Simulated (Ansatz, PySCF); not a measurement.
Process, species as SMILES: CC[SiH3] → [CH2]C[SiH3] + H atom (the C-H bond at the site shown breaks; other sites are not compared here)
Each molecule is optimised on its own at B3LYP-D3(BJ)/def2-TZVP (Ansatz, an electronic-structure program), one conformer each, not searched for the lowest.

Property: bond dissociation energy (0 K, with B3LYP-D3(BJ) harmonic zero-point energies from PySCF), in kcal/mol. Correlated levels leave the core frozen unless marked. UHF or UKS for open shells. No spin-orbit coupling. No relativistic terms. CBS(X,Y): correlation extrapolated as X^-3; Hartree-Fock from the larger set.

```
level                          program  bond dissociation energy (kcal/mol)
----------------------  --------------  -----------------------------------
BLYP-D3(BJ)/def2-TZVPD  Ansatz + dftd3                                 93.1
wB97M-V/def2-TZVPD              Ansatz                                 96.7
```

**Question.** Predict the CCSD(T)/CBS(aug-cc-pV(T+d)Z,aug-cc-pV(Q+d)Z) result (Ansatz).

**Answer.** 97.3 kcal/mol
